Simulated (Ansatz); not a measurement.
Job for Ansatz (a quantum-chemistry and plane-wave program): U-r2SCAN/cc-pVTZ on BrGeH (SMILES [GeH][Br]), a point of a bond scan (R = 1.603 Å).

Ansatz 0.2 input:
```yaml
crystal:
  periodic: [false, false, false]
  atoms:
    - {symbol: Ge, position_ang: [-0.68565162, -0.57867936, 0.82194038]}
    - {symbol: H, position_ang: [-1.72319282, -1.07323228, -0.29579766]}
    - {symbol: Br, position_ang: [0.67611556, 0.55974206, -0.74303699]}
basis:
  gaussian:
    orbitals: cc-pVTZ
hamiltonian:
  xc: {name: r2SCAN}
magnetization: {spin_polarized: true, initial_magnetization: 0}
```

Program output:

```
WARN ansatz: RAYON_NUM_THREADS=1 ignored (pool sized by the plan → 1); use --threads N
Functional definition: r2SCAN
integrals: 0.04 GiB planned
791 factors; their error is unknown
mean field: 0.36 GiB planned
mean field evaluation 1: about -126582.1808 eV, gradient 1.1e1 eV
mean field evaluation 2: about -126581.8305 eV, gradient 1.4e1 eV
mean field evaluation 4: about -126582.7094 eV, gradient 9.5e-1 eV
mean field evaluation 8: about -126582.7107 eV, gradient 7.4e-2 eV
mean field evaluation 16: about -126582.7107 eV, gradient 5.4e-5 eV
mean field -126582.71072286 eV, -4651.8288182222 hartree, gradient 2.2e-5 eV, S^2 0.000000; 1 other end points of the search recorded, 0 dependent functions left out
reference -126582.71073370 eV, -4651.8288186204 hartree; 34, 34 occupied and 66, 66 virtual orbitals, 791 factors
Total energy: -126582.71073370 eV, -4651.8288186204 hartree
```

The calculation finished and met its thresholds.

Cost: around 5 core-seconds (rough).
